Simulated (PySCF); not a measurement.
Job file and geometry (Å, from GFN2-xTB) of an NMR shielding run on SMILES CCN[Si@H]1C=CC[SiH2]1, C5H13NSi2, GIAO PBE0/pcSseg-1 NMR shielding, non-relativistic, gas phase (PySCF 2.14.0, density-fitted response routines); density fitting, a coarse starting grid and PySCF grid level 2 are the driver's defaults:

```
$ OMP_NUM_THREADS=1 python probes_run.py task.json out

{"job": {"kind": "nmr", "xc": "PBE0", "basis": "pcSseg-1"}, "charge": 0, "multiplicity": 1}
C     -3.433933    -0.017263    -0.028359
C     -2.237293    -0.945785    -0.222970
N     -1.072772    -0.268942    -0.742847
Si     0.064939     0.532286     0.276365
C      1.090775    -0.734902     1.227901
C      2.408968    -0.709545     1.063174
C      3.128199     0.266848     0.183385
Si     1.901777     1.317995    -0.847555
H     -3.728356     0.423034    -0.979350
H     -3.173197     0.785244     0.657425
H     -4.280165    -0.566210     0.376932
H     -2.513531    -1.757895    -0.906610
H     -1.960034    -1.389245     0.734488
H     -1.257794     0.128837    -1.651739
H     -0.573831     1.441641     1.257401
H      0.661226    -1.469658     1.895894
H      3.049471    -1.415654     1.585075
H      3.742402     0.908873     0.821269
H      3.836067    -0.281122    -0.443444
H      2.235866     2.736875    -0.673306
H      2.102295     1.031532    -2.274193
```

**Question.** What does the program print?

**Answer.** 
```
coarse grid: 17800 points
cycle   1  E = -831.3735224062  dE =  7.823e-01  |g| = 5.378e-01  |ddm| = 4.088e+00
cycle   2  E = -831.3360261534  dE =  3.750e-02  |g| = 6.676e-01  |ddm| = 1.185e+00
cycle   3  E = -831.4459169248  dE = -1.099e-01  |g| = 7.406e-02  |ddm| = 7.550e-01
cycle   4  E = -831.4468647460  dE = -9.478e-04  |g| = 3.779e-02  |ddm| = 1.067e-01
cycle   5  E = -831.4472011159  dE = -3.364e-04  |g| = 8.236e-03  |ddm| = 4.085e-02
cycle   6  E = -831.4472154595  dE = -1.434e-05  |g| = 4.156e-03  |ddm| = 1.085e-02
cycle   7  E = -831.4472196787  dE = -4.219e-06  |g| = 5.445e-04  |ddm| = 3.638e-03
final grid: 160720 points
cycle   8  E = -831.4918206935  dE = -3.414e-05  |g| = 8.843e-03  |ddm| = 2.846e-02
cycle   9  E = -831.4918104702  dE =  1.022e-05  |g| = 1.092e-02  |ddm| = 1.882e-02
cycle  10  E = -831.4918407138  dE = -3.024e-05  |g| = 8.147e-04  |ddm| = 1.087e-02
cycle  11  E = -831.4918408354  dE = -1.217e-07  |g| = 3.072e-04  |ddm| = 9.677e-04
cycle  12  E = -831.4918408554  dE = -1.999e-08  |g| = 4.632e-05  |ddm| = 3.142e-04
cycle  13  E = -831.4918408559  dE = -4.761e-10  |g| = 2.055e-05  |ddm| = 7.848e-05
converged SCF energy = -831.4918408559

GIAO shielding tensors (ppm)
atom      isotropic    diamagn.    paramagn.     s11        s22        s33       span
  0 C      165.941     247.090     -81.150    145.211    166.753    185.858     40.648
  1 C      143.339     241.946     -98.606    120.814    139.598    169.606     48.791
  2 N      227.308     324.444     -97.136    194.053    232.803    255.069     61.016
  3 Si     376.043     882.481    -506.438    316.537    383.727    427.863    111.326
  4 C       47.659     264.070    -216.410    -67.646     48.688    161.935    229.581
  5 C       29.901     254.460    -224.559    -87.279     29.447    147.534    234.813
  6 C      167.150     254.444     -87.294    151.014    156.355    194.081     43.067
  7 Si     431.992     881.775    -449.783    408.815    412.968    474.194     65.379
  8 H       30.877      28.649       2.228     27.401     28.991     36.240      8.840
  9 H       30.176      29.727       0.449     26.062     30.122     34.345      8.283
 10 H       30.688      26.748       3.941     26.245     27.594     38.226     11.981
 11 H       28.447      29.328      -0.881     22.350     27.937     35.055     12.705
 12 H       28.899      31.318      -2.419     23.364     29.988     33.345      9.981
 13 H       31.553      35.533      -3.981     22.448     31.677     40.533     18.085
 14 H       26.040      30.635      -4.595     21.868     25.722     30.530      8.662
 15 H       25.006      32.976      -7.970     22.834     24.268     27.915      5.081
 16 H       24.673      30.497      -5.824     21.914     25.009     27.096      5.181
 17 H       29.758      28.914       0.844     24.823     27.628     36.824     12.001
 18 H       29.597      29.632      -0.034     24.502     27.798     36.492     11.989
 19 H       28.133      29.974      -1.841     24.430     25.801     34.169      9.738
 20 H       28.061      30.485      -2.424     24.586     25.824     33.773      9.187
```

**Question.** Turn these shieldings into chemical shifts. Shifts are taken against calculated references (same method and geometry level): ¹³C (σ = 186.93 ppm), ²⁹Si (σ = 349.16 ppm), ¹H (σ = 31.72 ppm) vs TMS; NH3 for ¹⁵N (σ = 267.73 ppm).

**Answer.** Averaging equivalent atoms: C 5: 157.0; C 4: 139.3; C 1: 43.6; C 0: 21.0; C 6: 19.8; N 2: 40.4; Si 3: -26.9; Si 7: -82.8; H 16: 7.04; H 15: 6.71; H 14: 5.68; H 20: 3.66; H 19: 3.58; H 11: 3.27; H 12: 2.82; H 18: 2.12; H 17: 1.96; H 8/9/10: 1.14; H 13: 0.16 ppm. Experimental scales use liquid or dissolved standards, which lie at an offset from isolated NH3 (liquid NH3: subtract about 20 ppm).

Size and cost of the density-fitted run: 215 basis functions, 41 s wall time on 1 thread of an Arm Neoverse V2, shared host; peak memory 0.88 GiB.
